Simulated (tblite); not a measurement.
C₈H₁₃P₂ (charge +1).
Numbering: `[CH3:1][P:2]([CH3:3])[c:4]1[cH:5][cH:6][cH:7][cH:8][c:9]1[PH3+:10]` (hydrogens: H11, H12, H13 on C1; H14, H15, H16 on C3; H17 on C5; H18 on C6; H19 on C7; H20 on C8; H21, H22, H23 on P10)

Cartesian coordinates in Å at the GFN2-xTB level; atoms count from 1:
```xyz
23
C8H13P2 angstrom
C      2.5129   -0.4189   -0.8912
P      1.3479    0.7286   -0.0605
C      2.0005    0.7413    1.6536
C     -0.1747   -0.2710    0.0888
C     -0.4003   -1.5290    0.6148
C     -1.6888   -2.0479    0.5924
C     -2.7451   -1.3257    0.0530
C     -2.5392   -0.0627   -0.4802
C     -1.2474    0.4472   -0.4528
P     -0.7744    2.0574   -1.0899
H      3.4929    0.0551   -0.9346
H      2.1737   -0.6210   -1.9057
H      2.5857   -1.3530   -0.3351
H      1.3267    1.2990    2.3016
H      2.9731    1.2321    1.6491
H      2.1090   -0.2772    2.0251
H      0.4091   -2.1048    1.0386
H     -1.8722   -3.0296    1.0016
H     -3.7364   -1.7516    0.0468
H     -3.3570    0.5041   -0.9016
H     -0.4097    3.0506   -0.2145
H     -0.0074    2.1370   -2.2261
H     -1.9837    2.5671   -1.5633
```

Calculated harmonic vibrations of the isolated species, GFN2-xTB (tblite), most abundant isotopes, no scaling. This tight-binding method is rough: wavenumbers can miss measured ones by several per cent, in bad cases by 10 to 20. Modes of hydrogen on phosphorus can be 10 to 20 % off. One conformer, not necessarily the lowest.

Harmonic wavenumbers (cm⁻¹): 27.9, 86.6, 122.6, 138.2, 158.8, 185.3, 190.8, 237.2, 281.9, 350.5, 369.0, 389.3, 412.3, 451.7, 455.8, 601.5, 637.8, 654.8, 664.2, 705.2, 736.8, 762.5, 769.9, 822.7, 847.1, 876.1, 880.2, 920.1, 926.0, 933.7, 938.4, 998.7, 1030.4, 1070.7, 1105.9, 1122.9, 1150.4, 1181.1, 1220.7, 1309.3, 1314.7, 1329.9, 1395.6, 1402.7, 1415.2, 1416.2, 1418.5, 1425.4, 1552.9, 1564.5, 2303.4, 2410.7, 2450.9, 2989.7, 2993.0, 3003.7, 3006.8, 3014.3, 3015.6, 3075.5, 3086.3, 3101.1, 3110.4.

A = 1325, B = 856.0, C = 607.4 MHz; mass 171.049 u (most abundant isotopes); point group Cs, symmetry number 1.

Task: Zero-point energy?

Result: ½Σν̃ = 39261 cm⁻¹ = 112.25 kcal/mol.

Task: What is S at 500 K and 1 bar for an ideal gas of classical rigid rotors and harmonic oscillators?

Result: Translation 43.91, rotation 32.06, vibration 62.73: S = 138.7 cal/(mol K).

Task: And Cp and H(500 K) − H(0)?

Result: Cp = 71.32 cal/(mol K), of which vibrations give 63.37 (their classical limit is 63 R = 125.2); H(500 K) − H(0) = 20.35 kcal/mol without the zero-point energy, 16.37 from vibrations.

Task: What must be added to the electronic energy to get the Gibbs energy at 500 K and 1 bar?

Result: ZPE + [H(500 K) − H(0)] − T·S = 112.25 + 20.35 − 69.36 = 63.24 kcal/mol.

Task: Which modes carry the vibrational entropy at 500 K?

Result: 27.9 cm⁻¹: 7.00; 86.6 cm⁻¹: 4.75; 122.6 cm⁻¹: 4.07; 138.2 cm⁻¹: 3.83; 158.8 cm⁻¹: 3.56; 185.3 cm⁻¹: 3.26 cal/(mol K); the other 57 give 36.26 together.

Task: How do the functions run with temperature in this model?

Result: 
| T (K) | S (cal/(mol K)) | Cp (cal/(mol K)) | H − H(0) (kcal/mol) | G − H(0) (kcal/mol) | ln q(vib) |
| --- | --- | --- | --- | --- | --- |
| 50 | 61.5 | 13.6 | 0.51 | -2.56 | 0.75 |
| 100 | 73.2 | 21.0 | 1.38 | -5.94 | 2.10 |
| 298.15 | 108.1 | 47.8 | 8.17 | -24.04 | 8.41 |
| 373.15 | 119.9 | 57.6 | 12.13 | -32.59 | 10.89 |
| 750 | 171.4 | 89.9 | 40.68 | -87.90 | 23.12 |
| 1000 | 199.0 | 101.7 | 64.74 | -134.30 | 30.58 |

q(vib) and H(0) count from the zero-point level.

Task: Blend soft modes into free rotors: weight 1/[1 + (100 cm⁻¹/ν̃)⁴] for the oscillator and the rest for a rotor with moment μB/(μ + B), μ = h/(8π²ν), B = 10⁻⁴⁴ kg m². What vibrational entropy results?

Result: 58.98 cal/(mol K) in place of 62.73, which changes −T·S at 500 K by +1.88 kcal/mol.

Hindered rotation and anharmonicity are outside this model. Other conformers, if any are populated, would add a mixing term that is left out.
